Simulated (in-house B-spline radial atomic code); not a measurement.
How numerical settings move a run on Sc II (Sc+), [Ar] 3d1 4s1. Computed with a B-spline radial code for spherical atoms: scalar-relativistic (X2C) PBE, spin-polarised, spherical fractional occupations, Fermi nucleus of rms radius 3.5459 fm.

Command:
```bash
python run_scf.py task.json out
```
Settings of the sound reference run:
```
Z                21
electrons        20
configuration    [Ar] 3d1 4s1
hamiltonian      x2c
method           pbe,pbe
spin_polarised   True
nucleus          fermi
rms_radius       3.5459
mass_number      45
atomic_mass      44.95591
speed_of_light   137.036
knot_spacing     0.22
spline_order     8
gauss_points     12
box_radius       35.29
max_iterations   70
damping          0.5
damped_steps     3
diis_vectors     10
tolerance        1e-08
start            Thomas-Fermi
```

Run time, properties included: 0.4 s on 1 thread of Arm Neoverse N1 (shared host).

It converges in 10 iterations to -763.734753 hartree, with 4s up at -10.2322 eV. The other runs change the listed settings, some to values that make no sense; their results aren't properties of the atom or ion. Radii are in bohr (the nuclear one in fm), a minus after a letter asks for a j subshell, and «unchanged» means within 1e-8 hartree. The run stops when the residual is below 10 × tolerance × max(1, Z/10), or a noise floor if that is larger, and the energy moves by less than 1e-8 × √|E| hartree; so very loose and very tight tolerances often act alike.

```tsv
changed settings	outcome
electrons = 21, configuration = [Ar] 3d1 4s1 5p-1, max_iterations = 100	stopped with error: j subshells need the Dirac Hamiltonian and l > 0
gauss_points = 8	converged in 10 iterations, energy -9.97e-08 hartree from the reference
box_radius = 17.64	converged in 10 iterations, energy -7.44e-08 hartree from the reference, 4s up level +1.1e-06 eV
electrons = 21, configuration = [Ar] 3d1 4s1 2f1, max_iterations = 75	stopped with error: there is no 2f shell
gauss_points = 3	converged in 28 iterations, energy -5.34e+04 hartree from the reference, 4s up level -1.8e+01 eV
diis_vectors = 20	converged in 10 iterations, energy unchanged
box_radius = 141.16	converged in 10 iterations, energy +6.91e-08 hartree from the reference, 4s up level -1.3e-06 eV
box_radius = 3.53	converged in 9 iterations, energy +5.02e-01 hartree from the reference, 4s up level +1.4e+01 eV (the program warns: 4s up has a positive eigenvalue: unbound, held by the box; 3s up reaches the box edge)
diis_vectors = 4	converged in 11 iterations, energy unchanged, 4s up level +8.0e-07 eV
diis_vectors = 1	not converged after 70 iterations, last residual 8.6e-07, last energy +4.00e-11 hartree from the reference
gauss_points = 16	converged in 10 iterations, energy -7.86e-08 hartree from the reference, 4s up level -3.7e-07 eV
box_radius = 5.29	converged in 10 iterations, energy +5.45e-02 hartree from the reference, 4s up level +1.9e+00 eV (the program warns: 4s up reaches the box edge; 3s up reaches the box edge)
knot_spacing = 0.55, spline_order = 5, max_iterations = 50, start = bare nucleus	converged in 10 iterations, energy +4.90e-02 hartree from the reference, 4s up level +2.1e-02 eV
box_radius = 2.12	converged in 8 iterations, energy +5.49e+00 hartree from the reference, 4s up level +1.0e+02 eV (the program warns: 4s up has a positive eigenvalue: unbound, held by the box; 3d up has a positive eigenvalue: unbound, held by the box)
diis_vectors = 2	converged in 14 iterations, energy unchanged, 4s up level -6.9e-07 eV
gauss_points = 4, max_iterations = 75, tolerance = 1e-05, start = bare nucleus	converged in 9 iterations, energy -5.43e-07 hartree from the reference, 4s up level -9.7e-05 eV
spline_order = 10, gauss_points = 4, max_iterations = 100, damped_steps = 30	not converged after 100 iterations, last residual 2.5e+00, last energy +3.21e+01 hartree from the reference
box_radius = 70.58	converged in 10 iterations, energy +3.83e-08 hartree from the reference, 4s up level -9.5e-07 eV
```

**Question.** What happens with hamiltonian = dirac, method = revtpss,revtpss, spin_polarised = False?

**Answer.** Stopped with error: meta-GGAs are not served with the Dirac Hamiltonian.

**Question.** What happens with diis_vectors = 0?

**Answer.** Converged in 22 iterations, energy unchanged.

**Question.** What happens with box_radius = 1.41?

**Answer.** Converged in 8 iterations, energy +3.03e+01 hartree from the reference, 4s up level +3.8e+02 eV (the program warns: 4s up has a positive eigenvalue: unbound, held by the box; 3s up has a positive eigenvalue: unbound, held by the box).

**Question.** What happens with box_radius = 10.59?

**Answer.** Converged in 10 iterations, energy +4.60e-05 hartree from the reference, 4s up level +3.4e-03 eV (the program warns: 4s up reaches the box edge; 3d up reaches the box edge).
